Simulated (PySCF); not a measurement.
SMILES C[O][In]([SiH3])[SiH3] at its PBE0/def2-SVP optimised geometry (Å):

```
14

In     0.1073     0.1085     0.0000
O      0.8763     1.0291     1.6171
C      0.1593     1.6173     2.6492
H     -0.9448     1.5526     2.5340
H      0.4034     1.1486     3.6231
H      0.4047     2.6937     2.7434
Si    -2.4866     0.1085     0.0000
H     -3.0155    -0.5872     1.2155
H     -3.0252    -0.5911    -1.2077
H     -3.0142     1.5095     0.0000
Si     2.0479    -0.7200    -1.4851
H      1.5516    -1.5852    -2.6002
H      3.0252    -1.5095    -0.6742
H      2.7619     0.4493    -2.0865
```

Level of theory: PySCF with PBE0/def2-TZVP, def2 effective core potentials past Kr. The core electrons that the potentials of In replace are not part of the density.

Map of the electrostatic potential (hartree/e), clipped to [-0.08, 0.12] on the plane z = 1.0 Å:

```
|333333333333333333333333333|
|333333333333333333333333333|
|333333333333333333333333333|
|333333333333333333333333333|
|333333333333333333333333333|
|333333333333333332223333333|
|333333333333333222222233333|
|333333444444332211122233333|
|333334444444432100112223333|
|333344555555544410012223333|
|333345677666789991012223333|
|333447999979999992112223333|
|333459999999999993122233333|
|333469999999999984222333333|
|333469999989999984333333333|
|333469999779999975433333333|
|333346876567999864433333333|
|333334444556777654433333333|
|333334444455565554433333333|
|333333444445555544433333333|
|333333444444444444433333333|
|333333444444444444433333333|
|333333444444444444433333333|
|333333444444444444333333333|
|333333344444444444333333333|
|333333334444444443333333333|
|333333333444444333333333333|
```
Scale: ten equal steps from -0.072 (start of '0') to 0.120 (end of '9'), in the order '0123456789'; x runs from -5.50 to 5.50, y from -5.50 (bottom) to 5.50 (top).
